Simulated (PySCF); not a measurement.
Input file for PySCF: R-B3LYP/3-21G on SiH4 (SMILES [SiH4]).

```python
from pyscf import gto, scf, dft, mp
from pyscf.data.elements import chemcore

mol = gto.M(
    atom='''
    Si   -0.08818245    0.04291296    3.73985581
    H     0.44017112   -1.26820586    3.30222162
    H    -1.44211096    0.24398247    3.17755643
    H     0.80904705    1.12090152    3.26807717
    H    -0.16014441    0.07524157    5.21861251
    ''',
    basis='3-21g',
    charge=0, spin=0, verbose=3, max_memory=1800)
mf = dft.RKS(mol, xc='b3lyp')
mf.conv_tol = 1e-8
mf.max_cycle = 100
mf.kernel()
if not mf.converged:
    mf = mf.newton().run(mf.mo_coeff, mf.mo_occ)
```

Program output:

```
converged SCF energy = -290.345526328977
```

Self-consistency was reached.

Cost: about 0.8 core-seconds (a rough figure).
